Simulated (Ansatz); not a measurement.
Na₂Sn⁺. Total charge 1; doublet. Geometry r2SCAN-D4/def2-TZVP, that of the neutral singlet; atoms count from 1.

```xyz
3

Na    2.010    0.686   -0.426
Na   -1.013   -1.528    1.154
Sn   -0.997    0.842   -0.728
```

In the def2 sets Sn takes a core potential; there is no spin–orbit coupling. The charge 1 doublet is spin-contaminated (final ⟨S²⟩ up to 1.40, 0.75 for a pure state). The structure comes from a short search, and lower isomers may exist.

Estimate the Mulliken populations from the PBE0/def2-TZVP orbitals of Ansatz.


| atom | charge (e) | spin (α − β) |
| --- | --- | --- |
| Na1 | 0.54 | 0.10 |
| Na2 | 0.54 | 0.10 |
| Sn3 | -0.07 | 0.80 |
Mulliken values and Mayer orders depend strongly on the basis.

Where does the spin sit?

Summed by element: Na 0.20, Sn 0.80, of 1 unpaired in all. Largest on single atoms: Sn3 0.80, Na2 0.10, Na1 0.10.

And the Mayer bond orders between bonded heavy atoms (over 0.3)?

Na1–Sn3 0.64 (3.03 Å); Na2–Sn3 0.64 (3.03 Å).
